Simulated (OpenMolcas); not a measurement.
**Cl3+: effect of the basis set**

```json
{
  "Program": "OpenMolcas",
  "Method": "CASSCF",
  "Active space": "2 electrons in 3 orbitals (3p)",
  "State averaging": "2S+1 = 3 even, 3 roots; 2S+1 = 1 even, 6 roots",
  "Spin-orbit coupling": "state interaction with AMFI integrals over the reference wave functions, term energies averaged over their components"
}
```

A. ANO-R1 [4s3p1d], X2C, finite nucleus; cost of the order of 2.5 core-seconds
B. ANO-L-VTZP [5s4p2d1f], non-relativistic, point nucleus; cost roughly 4 core-seconds
C. ANO-RCC-VTZP [5s4p2d1f], DKH2, point nucleus; cost about 1.8 core-seconds
D. ANO-R2 [5s4p3d1f], X2C, finite nucleus; cost of the order of 2.5 core-seconds
E. ANO-RCC-VQZP [6s5p3d2f1g], DKH2, point nucleus; cost of the order of 2.4 core-seconds
F. ANO-R3 [6s5p4d3f1g], X2C, finite nucleus; cost roughly 1.8 core-seconds

Energies in eV above 3s² 3p² ³P₀, the measured ground level; measured values from Moore, Atomic Energy Levels, vol. I, NSRDS-NBS 35 (1971 reprint of NBS Circular 467, 1949).

```csv
Level,A,B,C,D,E,F,Measured
3s² 3p² ³P₀,0.0000,0.0000,0.0000,0.0000,0.0000,0.0000,0.0000
3s² 3p² ³P₁,0.0607,0.0558,0.0563,0.0553,0.0545,0.0552,0.0609
3s² 3p² ³P₂,0.1691,0.1563,0.1576,0.1549,0.1528,0.1545,0.1663
3s² 3p² ¹D₂,2.0877,2.0843,2.0849,2.0844,2.0945,2.0862,1.7068
3s² 3p² ¹S₀,5.0239,5.0268,5.0270,5.0282,5.0507,5.0319,4.0357
```

Deviations, from unrounded energies. A percentage is the sum of absolute deviations over the sum of measured energies, with the sign that they share, or ± where signs differ.

| Against measurement | Levels | A | B | C | D | E | F |
| --- | --- | --- | --- | --- | --- | --- | --- |
| mean absolute deviation (cm-1) | 4 | 2800 | 2800 | 2800 | 2800 | 2900 | 2800 |
| fine structure of the ground term (%) | 2 | ±1.3 | -6.6 | -5.8 | -7.5 | -8.7 | -7.7 |
| other terms of the ground configuration (%) | 2 | +23.8 | +23.8 | +23.8 | +23.9 | +24.4 | +24.0 |

A, B, C, D, E, F lie about equally close to measurement. The largest miss of A in the table is 3s² 3p² ¹S₀, by +8000 cm-1. The ranking rests on the paired levels alone, and a cruder setting can come out closer through cancelling errors.

Among A to F the level of the table that moves most is 3s² 3p² ¹S₀, by 220 cm-1 (lowest in A, highest in E).

With the s shell closed, the reference lacks s² → p² mixing. The basis is small and was not contracted for so high a charge (holds for A). Computed and measured levels are paired by configuration, term and J; levels that our copy of the source lacks, or whose pairing is in doubt (as where it misses far off the trend of its configuration), stay unpaired and out of the deviations. Only configurations of the active space appear.
